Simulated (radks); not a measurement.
Effect of the nuclear size on the terbium ion Tb2+, [Xe] 4f9. All-electron calculation, Dirac Kohn-Sham, relativistic LDA (MacDonald-Vosko exchange, VWN5 correlation), spin-unpolarised, spherical densities, finite nucleus; open shells are shared between the two j in proportion to 2j + 1; Fermi nuclear charge, rms radius 5.06 fm. Program: a radial shooting solver on a logarithmic mesh with Libxc functionals. The rms radius is varied about that value; shifts are against it.

rms radius (fm)  total energy shift (eV)  density at nucleus (e/bohr^3)  1s1/2 shift (meV)  2s1/2 shift (meV)  4p1/2 shift (meV)  5s1/2 shift (meV)  5p1/2 shift (meV)  4f7/2 shift (meV)  6s1/2 (empty) shift (meV)
4.0581                             -8.00                      7.181e+05              -3270               -426              0.278              -3.51              0.089              0.358                     -0.531
4.6856                             -3.14                      6.914e+05              -1290               -167              0.109              -1.38              0.035              0.141                     -0.209
5.06                                   0                      6.776e+05              0.000              0.000              0.000              0.000              0.000              0.000                      0.000
5.3181                              2.27                      6.688e+05                929                121             -0.078              0.995             -0.025             -0.102                      0.151
6.0214                              8.88                      6.473e+05               3630                472             -0.305               3.89             -0.098             -0.397                      0.589

Slopes of the eigenvalues against <r^2> in GHz/fm^2, as finite differences over the two radii next to the reference (eigenvalue slopes, not the field-shift constants of lines): 1s1/2 84700, 2s1/2 11000, 4p1/2 -7.15, 5s1/2 90.7, 5p1/2 -2.29, 4f7/2 -9.25, 6s1/2 (empty) 13.7.
